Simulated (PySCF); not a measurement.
Two species compared at the same levels of theory.

First species: C4H5Cl.
SMILES: `C[C@H]1C=C1Cl`

Second species: C9H16.
SMILES: `C[C@H]1CC12CCCCC2`

Levels: wB97X-D/def2-SVPD for HOMO energy, LUMO energy, HOMO–LUMO gap and static isotropic polarisability; TDDFT wB97X-D/def2-SVPD for lowest singlet excitation; TDA wB97X-D/def2-SVPD for lowest triplet excitation (Tamm–Dancoff); ΔSCF wB97X-D/def2-SVPD for vertical ionisation energy. Geometries: PBE0-D3(BJ)/def2-SVP. Each species is one conformer at its optimised geometry, gas phase, non-relativistic unless stated. Electronic properties by PySCF.

Values for the first species:

| Quantity | Value |
| --- | --- |
| HOMO energy | -9.03 eV |
| LUMO energy | 1.65 eV |
| HOMO–LUMO gap | 10.68 eV |
| Lowest singlet excitation | 6.26 eV |
| Lowest triplet excitation (Tamm–Dancoff) | 4.16 eV |
| Static isotropic polarisability | 60.6 au |
| Vertical ionisation energy | 9.35 eV |

(1) Estimate the same properties for the second species, and the change in each.

## Answers

(1) 
```csv
property,first,second,second less first
HOMO energy,-9.03 eV,-9.14 eV,-0.11 eV
LUMO energy,1.65 eV,2.37 eV,+0.72 eV
HOMO–LUMO gap,10.68 eV,11.51 eV,+0.83 eV
lowest singlet excitation,6.26 eV,7.67 eV,+1.41 eV
lowest triplet excitation (Tamm–Dancoff),4.16 eV,7.58 eV,+3.42 eV
static isotropic polarisability,60.6 au,101.8 au,+41.2 au
vertical ionisation energy,9.35 eV,9.17 eV,-0.18 eV
```

On the first: The principal polarisabilities are 47.7, 58.8 and 75.4 au; their mean is the isotropic value. The 10 singlets span 6.26 to 8.49 eV, and their oscillator strengths add up to 0.26.

On the second: The vertical singlet–triplet gap S1 − T1 is 0.09 eV (TDDFT singlet less Tamm–Dancoff triplet; S1: HOMO→LUMO, weight 0.79; T1: HOMO→LUMO, weight 0.75). S1 lies 3.84 eV below the HOMO–LUMO gap; its leading configuration is HOMO→LUMO, weight 0.79.
